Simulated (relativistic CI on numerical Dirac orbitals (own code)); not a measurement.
Ti³⁺ in a cubic cluster: 2p photoemission with charge transfer

Computed with a charge-transfer multiplet model of a cubic metal-ligand cluster with up to 2 ligand holes, Slater and spin-orbit integrals from Dirac-Coulomb-Breit ions, Slater integrals scaled by 0.8. The ground state mixes d1 with configurations of k ligand holes L, whose averages lie at kΔ + k(k − 1)U_dd/2; a core hole lowers each added d electron by U_cd. 20 K, Lorentzian 0.6 eV and Gaussian 0.8 eV FWHM.

Atomic integrals in eV (Slater integrals scaled, ζ unscaled), ground: F2dd 6.578, F4dd 4.090, zeta_d 0.017; with the core hole: F2dd 6.578, F4dd 4.090, zeta_d 0.032, zeta_core 3.741, F2cd 5.066, G1cd 3.785, G3cd 2.149. Where a configuration has fewer than two d electrons, the dd integrals are those of d2.

Cluster parameters (eV): Δ = 3.2, U_dd = 4.1, U_cd = 5.3, 10Dq(ligand) = 0.7, V(eg) = 3.1, V(t2g) = -1.5, final-state hopping factor = 0.9.

| Case | n_d | d1 | d2L | d3L2 | S |
| --- | --- | --- | --- | --- | --- |
| 10Dq = 0.5 eV | 1.74 | 0.39 | 0.49 | 0.13 | 0.50 |
| 10Dq = 1.4 eV | 1.72 | 0.40 | 0.48 | 0.12 | 0.50 |
| 10Dq = 2.3 eV | 1.71 | 0.41 | 0.48 | 0.12 | 0.50 |

Weights, n_d and S are thermal averages at 20 K. Binding energies count from the first peak over 30 % of the highest in each spectrum, which can be another peak from case to case. The parameters are a model scan and need not match a compound or its usual spin state. Peaks in eV (height, largest 100):
- 10Dq = 0.5 eV: 0.0 (100), 2.7 (11), 5.9 (34), 11.5 (8)
- 10Dq = 1.4 eV: 0.0 (100), 5.9 (33), 11.5 (9)
- 10Dq = 2.3 eV: 0.0 (100), 5.9 (34), 9.4 (6), 11.6 (9)

Curve for 10Dq = 2.3 eV (points under 2 left out, the grid thinned):

| E (eV) | Intensity |
| --- | --- |
| -3.3 | 2.1 |
| -2.9 | 2.7 |
| -2.4 | 4.0 |
| -2.0 | 6.1 |
| -1.6 | 11.0 |
| -1.1 | 28.9 |
| -0.7 | 58.3 |
| -0.3 | 88.9 |
| 0.2 | 97.9 |
| 0.6 | 72.6 |
| 1.0 | 41.9 |
| 1.5 | 20.9 |
| 1.9 | 12.6 |
| 2.3 | 9.6 |
| 2.8 | 9.3 |
| 3.2 | 10.1 |
| 3.6 | 11.6 |
| 4.1 | 13.9 |
| 4.5 | 16.0 |
| 4.9 | 20.5 |
| 5.4 | 29.9 |
| 5.8 | 33.9 |
| 6.3 | 32.1 |
| 6.7 | 30.1 |
| 7.1 | 25.7 |
| 7.6 | 16.4 |
| 8.0 | 10.7 |
| 8.4 | 7.5 |
| 8.9 | 6.1 |
| 9.3 | 6.0 |
| 9.7 | 6.0 |
| 10.2 | 6.0 |
| 10.6 | 6.6 |
| 11.0 | 7.7 |
| 11.5 | 8.7 |
| 11.9 | 8.4 |
| 12.3 | 6.8 |
| 12.8 | 4.4 |
| 13.2 | 2.9 |
| 13.6 | 2.1 |
| 17.1 | 2.8 |
| 17.5 | 3.2 |
| 17.9 | 3.0 |
| 18.4 | 2.7 |
| 18.8 | 2.1 |

For the case 10Dq = 1.4 eV, Δ = 3.2 eV is smaller than U_dd = 4.1 eV, the charge-transfer side of the Zaanen-Sawatzky-Allen scheme. With the core hole the average of the configuration with one ligand hole lies at Δ − U_cd = -2.1 eV before mixing: the effective hopping of about 6.0 eV (from the holes of the mixed ground state) is comparable with this gap or larger, so the configurations mix strongly.

With at most 2 ligand holes the space is cut while the next configuration still counts, so covalency is underestimated, and a final configuration with one more ligand hole, which can lie low, is missing from the spectra.
